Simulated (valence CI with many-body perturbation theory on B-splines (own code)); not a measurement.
Values are calculated unless marked as measured or tabulated.
## Ladder of approximations for In33+

Method: configuration interaction combined with many-body perturbation theory (CI+MBPT): six valence electrons over a frozen Dirac-Fock core [Ne], a basis of 9 s, 9 p, 8 d, 6 f, 3 g, 1 h functions for each j, with the one-electron correlation potential Σ1 (screened to all orders), the two-electron term Σ2, the three-electron term Σ3, Breit, model QED; selected single and double excitations, second order for the rest, scaled by the run's own slope (own B-spline code, finite nucleus).

The last digits are not significant, and no measured levels were compared; by estimate large intervals hold to a few tenths of a per cent, small ones and those within an open d or f shell to about a per cent. Among the levels kept, up to 1600 cm⁻¹ of a level comes from second order outside the variational space, and about a tenth of that is noise between levels of different J, which matters for small intervals.

Each rung adds one term. CI alone is the Dirac-Coulomb CI over the frozen core; QED comes last and gives the full result, which names the levels. Energies are above (3s^2 3p1/2^2 3p3/2^2) J=2 on the same rung, in cm⁻¹.

Levels are named by their leading jj configuration (3d3/2^4 stands for four electrons in 3d with j = 3/2), which in mixed levels can hold well under half, so a name can repeat and another be missing. Letters in brackets count levels of one name in rising energy.

| Level | CI alone | Σ1 | Σ2 | Σ3 | Breit | QED | Full |
| --- | --- | --- | --- | --- | --- | --- | --- |
| (3s^2 3p1/2^2 3p3/2^2) J=0 | 87809 | +17 | -146 | -336 | +631 | -86 | 87890 |
| (3s^2 3p1/2 3p3/2^3) J=1 | 383146 | +503 | +657 | +52 | -5445 | +662 | 379575 |
| (3s^2 3p1/2 3p3/2^3) J=2 | 434726 | +510 | +349 | -152 | -6307 | +719 | 429845 |
| (3s^2 3p3/2^4) J=0 | 855215 | +996 | +890 | -286 | -11154 | +1298 | 846960 |
| (3s^2 3p1/2^2 3p3/2 3d3/2) J=2 [a] | 1088020 | -1247 | -1191 | -77 | -2250 | -2569 | 1080690 |
| (3s^2 3p1/2^2 3p3/2 3d3/2) J=1 | 1107260 | -1313 | -1544 | -413 | -2305 | -1809 | 1099870 |
| (3s^2 3p1/2^2 3p3/2 3d3/2) J=2 [b] | 1128650 | -1123 | -1339 | -22 | -3151 | -2778 | 1120240 |
| (3s^2 3p1/2^2 3p3/2 3d3/2) J=3 | 1135620 | -1322 | -2017 | -1091 | -4260 | -859 | 1126070 |
| (3s^2 3p1/2^2 3p3/2 3d3/2) J=0 | 1133470 | -1369 | -1862 | -960 | -1940 | -971 | 1126360 |
| (3s^2 3p1/2^2 3p3/2 3d5/2) J=4 | 1214690 | -927 | -1964 | -1104 | -7529 | -627 | 1202540 |
| (3s 3p1/2^2 3p3/2^3) J=1 | 1277350 | -973 | -1820 | +84 | -3109 | -3600 | 1267930 |
| (3s^2 3p1/2^2 3p3/2 3d5/2) J=2 | 1291180 | -946 | -2597 | -833 | -5461 | -1942 | 1279400 |
| (3s^2 3p1/2^2 3p3/2 3d5/2) J=3 | 1326080 | -1007 | -3023 | -1805 | -6462 | -635 | 1313150 |
| (3s^2 3p1/2^2 3p3/2 3d5/2) J=1 | 1390580 | -926 | -2666 | -1877 | -5767 | -1066 | 1378280 |
| (3s^2 3p1/2 3p3/2^2 3d3/2) J=0 | 1444030 | -857 | -737 | -277 | -7478 | -1308 | 1433380 |
| (3s^2 3p1/2 3p3/2^2 3d3/2) J=2 [a] | 1455770 | -905 | -1592 | -721 | -8785 | -220 | 1443540 |
| (3s^2 3p1/2 3p3/2^2 3d3/2) J=1 [a] | 1456540 | -896 | -1473 | -595 | -7474 | -977 | 1445130 |
| (3s^2 3p1/2 3p3/2^2 3d3/2) J=3 [a] | 1488280 | -852 | -1560 | -871 | -10436 | -165 | 1474400 |
| (3s^2 3p1/2 3p3/2^2 3d5/2) J=0 [a] | 1513660 | -526 | -349 | +407 | -8819 | -2584 | 1501790 |
| (3s^2 3p1/2 3p3/2^2 3d3/2) J=4 | 1538650 | -814 | -1482 | -1181 | -11579 | -129 | 1523460 |
| (3s^2 3p1/2 3p3/2^2 3d5/2) J=3 [a] | 1541780 | -472 | -1540 | -750 | -12194 | +49 | 1526880 |
| (3s^2 3p1/2 3p3/2^2 3d5/2) J=1 [a] | 1552980 | -495 | -1087 | -183 | -10228 | -1591 | 1539390 |
| (3s^2 3p1/2 3p3/2^2 3d5/2) J=4 [a] | 1561680 | -519 | -1473 | -1123 | -12104 | -1 | 1546460 |
| (3s^2 3p1/2 3p3/2^2 3d3/2) J=2 [b] | 1592560 | -855 | -2196 | -1442 | -9105 | -275 | 1578690 |
| (3s^2 3p1/2 3p3/2^2 3d5/2) J=4 [b] | 1611630 | -461 | -1575 | -1160 | -13879 | +59 | 1594620 |
| (3s^2 3p1/2 3p3/2^2 3d5/2) J=5 | 1631540 | -435 | -1355 | -1380 | -14894 | +21 | 1613500 |
| (3s^2 3p1/2 3p3/2^2 3d3/2) J=1 [b] | 1681060 | -692 | -4442 | -1590 | -9064 | -953 | 1664320 |
| (3s^2 3p1/2 3p3/2^2 3d3/2) J=2 [c] | 1696810 | -824 | -5755 | -2283 | -8625 | -913 | 1678410 |
| (3s^2 3p1/2 3p3/2^2 3d3/2) J=3 [b] | 1698960 | -851 | -5557 | -2723 | -9847 | -225 | 1679760 |
| (3s^2 3p1/2 3p3/2^2 3d5/2) J=2 [a] | 1710940 | -462 | -1925 | -1834 | -11008 | -8 | 1695700 |
| (3s^2 3p1/2 3p3/2^2 3d5/2) J=0 [b] | 1723530 | -507 | -2261 | -1101 | -10550 | -1299 | 1707810 |

The middle columns are the shifts that each term adds.

(1) How does the ionisation energy move along the ladder, and which term matters most?

Answers

(1) CI alone 2116.1, + Σ1 2116.9, + Σ2 2117.0, + Σ3 2116.4, + Breit 2115.2, + QED 2115.2 eV. The largest step is Breit, -1.2 eV. NIST lists 2111 ± 3 eV (semi-empirical).
